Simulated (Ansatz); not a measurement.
```yaml
crystal:
  periodic: [false, false, false]
  atoms:
    - {symbol: C, position_ang: [-0.220515, 1.028193, -0.124540]}
    - {symbol: Ga, position_ang: [0.189391, -0.956608, 0.111798]}
    - {symbol: Cl, position_ang: [1.945719, -1.699233, 1.296583]}
    - {symbol: Cl, position_ang: [-1.055936, -2.594596, -0.784739]}
    - {symbol: H, position_ang: [-1.218105, 1.169171, -0.665484]}
    - {symbol: H, position_ang: [-0.258229, 1.536485, 0.901269]}
    - {symbol: H, position_ang: [0.617676, 1.516578, -0.734866]}
basis:
  gaussian: {orbitals: "6-31G*", point_charges: [{charge: -1.00, position_ang: [6.642, 0.516, -0.889]}]}
magnetization: {spin_polarized: true, initial_magnetization: 4}
hamiltonian: {xc: {name: wB97}}
```

```sh
$ ansatz run in.yaml --threads 4 --pin off --events-out ev --progress --plain --max-ram 10444MiB
```

Shortened log:

```
Functional definition: wB97
1145 factors; their error is unknown
310 factors; integrals over basis functions are off by at most 1.5e-5 eV
mean field evaluation 1: about -78493.9884 eV, gradient 1.8e1 eV
mean field evaluation 2: about -78494.1500 eV, gradient 2.0e1 eV
mean field evaluation 4: about -78496.1556 eV, gradient 1.7e0 eV
mean field evaluation 8: about -78496.3588 eV, gradient 4.3e-1 eV
mean field evaluation 16: about -78496.3489 eV, gradient 9.8e-2 eV
mean field evaluation 32: about -78496.4048 eV, gradient 8.2e-6 eV
mean field -78496.40481118 eV, -2884.6896700369 hartree, gradient 8.2e-6 eV, S^2 6.015002; 6 other end points of the search recorded, 0 dependent functions left out
reference -78496.40480902 eV, -2884.6896699573 hartree; 39, 35 occupied and 55, 59 virtual orbitals, 1145 factors
Total energy: -78496.40480902 eV, -2884.6896699573 hartree
```

In this input the spin is set far too high for this molecule. Self-consistency was reached. The result belongs to that input, not to the molecule as meant.
